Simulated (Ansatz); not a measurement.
AgGe₅⁺, 6 atoms. Hardware: 4 threads of Arm Neoverse V1 on a shared host.

In the def2 sets Ag takes a core potential; there is no spin–orbit coupling. Correlated methods freeze 45 core orbitals; core or outer-core shells of Ag, Ge are correlated, in sets that lack core-valence functions.

(1) How many basis functions does each of these Ansatz runs have, and roughly what does it cost? HF/def2-TZVP, charge 1 singlet, energy, from earlier orbitals; HF/STO-3G, charge 1 singlet, energy; BLYP-D4/def2-TZVP, charge 1 singlet, energy, from earlier orbitals; PBE0-D4/def2-SVP, charge 1 singlet, energy, from earlier orbitals; PBE-D4/def2-SVP, charge 1 singlet, relaxation, 6 steps; PBE-D4/def2-SVP, charge 1 singlet, energy with a search over starts; PBE-D4/def2-SVP, charge 1 singlet, energy, from earlier orbitals; MP2/def2-TZVP, charge 1 singlet, energy, from earlier orbitals; r2SCAN-D4/def2-TZVP, charge 1 singlet, energy, from earlier orbitals; PBE0-D4/def2-TZVP, charge 1 singlet, energy, from earlier orbitals; RPA@PBE/def2-TZVP, charge 1 singlet, energy, from earlier orbitals; PBE-D4/def2-TZVP, charge 1 singlet, energy and forces, from earlier orbitals.

Answers

(1) Other jobs shared the machine, so times can vary by a factor of up to 3. A dash marks memory too small to be measured apart from the calling script's.

```
                                                                         run  functions  fitting or Cholesky vectors  wall time  peak host memory (GiB)
            PBE-D4/def2-SVP, charge 1 singlet, energy, from earlier orbitals        191                         2037      4.4 s                       –
                                         HF/STO-3G, charge 1 singlet, energy        117                         1226      4.8 s                       –
         PBE-D4/def2-SVP, charge 1 singlet, energy with a search over starts        191                         2037      7.5 s                       –
PBE-D4/def2-TZVP, charge 1 singlet, energy and forces, from earlier orbitals        280                         2143      8.5 s                    0.67
           PBE0-D4/def2-SVP, charge 1 singlet, energy, from earlier orbitals        191                         1908        9 s                    0.78
          BLYP-D4/def2-TZVP, charge 1 singlet, energy, from earlier orbitals        280                         2143      9.5 s                    0.67
               HF/def2-TZVP, charge 1 singlet, energy, from earlier orbitals        280                         2017       15 s                     1.2
        r2SCAN-D4/def2-TZVP, charge 1 singlet, energy, from earlier orbitals        280                         2143       17 s                    0.72
          RPA@PBE/def2-TZVP, charge 1 singlet, energy, from earlier orbitals        280                         2017       20 s                     1.1
                      PBE-D4/def2-SVP, charge 1 singlet, relaxation, 6 steps        191                         2037       20 s                       –
          PBE0-D4/def2-TZVP, charge 1 singlet, energy, from earlier orbitals        280                         2391       21 s                     1.7
              MP2/def2-TZVP, charge 1 singlet, energy, from earlier orbitals        280                         2017       26 s                     1.5
```
